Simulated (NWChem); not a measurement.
Species: CH₃AlF₂S; SMILES C[S][Al]([F])[F]

```xyz
8

Al     0.0001     0.8244     0.0000
F      0.9520     2.1699    -0.0004
F     -1.6427     1.0131     0.0002
S      0.8510    -1.1629     0.0004
C     -0.6981    -2.1929     0.0005
H     -1.5958    -1.5735     0.0015
H     -0.6882    -2.8221     0.8920
H     -0.6893    -2.8208    -0.8921
```
Atoms are numbered in this order, from 1.

Geometry: optimised at B3LYP/6-31G* (spherical d).

Task: Give the principal values of the shielding tensors (ppm) of Al1, F2, F3, S4, C5 from KT2/pcSseg-1, GIAO (NWChem), with their diamagnetic and paramagnetic parts as GIAO splits them.

Result: 
```
atom    σ11    σ22    σ33  isotropic  diamagnetic  paramagnetic
----  -----  -----  -----  ---------  -----------  ------------
Al1   406.7  430.3  525.2      454.1        797.3        -343.2
F2    254.2  283.9  434.7      324.3        470.0        -145.7
F3    239.5  334.6  432.4      335.5        469.4        -133.9
S4    630.5  655.1  861.0      715.5       1059.1        -343.5
C5    158.6  163.0  191.8      171.1        252.6         -81.4
```
